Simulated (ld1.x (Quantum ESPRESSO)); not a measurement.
## What the settings do to the ultrasoft potential of P

Base potential:

ld1.x (Quantum ESPRESSO) 7.5 input, shortened:

```
&input
   title='P', zed=15., rel=1, dft='PZ', iswitch=3,
   config='[Ne] 3s2 3p2.5 3d-2'
 /
 &inputp
   pseudotype=3, tm=.true., lloc=-1, rcloc=1.15,
   nlcc=.false.,
   which_augfun='PSQ', rmatch_augfun_nc=.true.
 /
6
3S  1  0   2.00   0.00  1.15  1.50  0.0
3S  1  0   0.00   3.75  1.15  1.50  0.0
3P  2  1   2.50   0.00  1.45  1.55  0.0
3P  2  1   0.00   2.00  1.45  1.55  0.0
3D  3  2  -2.00  -0.05  1.45  1.65  0.0
3D  3  2  -2.00   2.45  1.45  1.65  0.0
 &test
   configts(1)='3s2 3p2.5'
 /
```

Cutoffs, loose and tight: the cutoffs (Ry, on a coarse ladder) from which the occupation-weighted sum of valence levels, in a spherical-Bessel basis at the reference potential, stays within 10 and 1 mRy of its value at 400 Ry. They do not see the model core or the augmentation charge, which bear on the density cutoff. Test errors are all-electron minus pseudo excitation energies from the reference, over the configurations 3s2 3p3; 3s2 3p2; 3s2 3p1; 3s1 3p4; 3s2 3p0; 3s1 3p0; 3s2 3p3.3 (two spin-polarised tests are not counted in the largest error). A dash means not determined; rows that change the core or the reference have their own tests. The largest error is taken over the tests solved by every variant that gives reliable tests at all: 3s1 3p4; 3s2 3p1; 3s2 3p2; 3s2 3p3; 3s2 3p3.3.

```csv
change,outcome,"cutoff, loose","cutoff, tight",bound ghosts,largest test error (meV)
base,generated,15 Ry,25 Ry,none,+14
"waves 3d channel at -0.05 Ry: rcut 1.45, rcutus 2.08 bohr; 3d channel at 2.45 Ry: rcut 1.45, rcutus 2.08 bohr",generated,15 Ry,25 Ry,none,+14
local potential all-electron potential smoothed inside 1.20 bohr (lloc = -1),generated,15 Ry,25 Ry,none,+14
local potential all-electron potential smoothed inside 1.06 bohr (lloc = -1),generated,15 Ry,25 Ry,none,+14
reference 3s2 3p0,generated,15 Ry,21 Ry,none,+145
"waves 3s (bound): rcut 1.15, rcutus 1.30 bohr; 3s channel at 3.75 Ry: rcut 1.15, rcutus 1.30 bohr",generated,21 Ry,35 Ry,none,+19
type TM; waves now 3s (bound): rc 1.50 bohr; 3p (bound): rc 1.55 bohr; 3d channel at -0.05 Ry: rc 1.65 bohr; local potential all-electron potential smoothed inside 1.60 bohr (lloc = -1),generated,21 Ry,50 Ry,none,+29
"wave 3s channel at 3.75 Ry: rcut 1.15, rcutus 1.50 bohr becomes 3s channel at -0.86 Ry: rcut 1.15, rcutus 1.50 bohr",generated,15 Ry,25 Ry,none,+14
core correction a·sin(br)/r model core inside 1.46 bohr,generated,15 Ry,25 Ry,none,+6.9
```

Task: What comes out with this change to the base: waves 3p (bound): rcut 1.45, rcutus 2.02 bohr; 3p channel at 2 Ry: rcut 1.45, rcutus 2.02 bohr?

Result: outcome: generated; cutoff, loose: 15 Ry; cutoff, tight: 21 Ry; bound ghosts: none; largest test error (meV): +22.
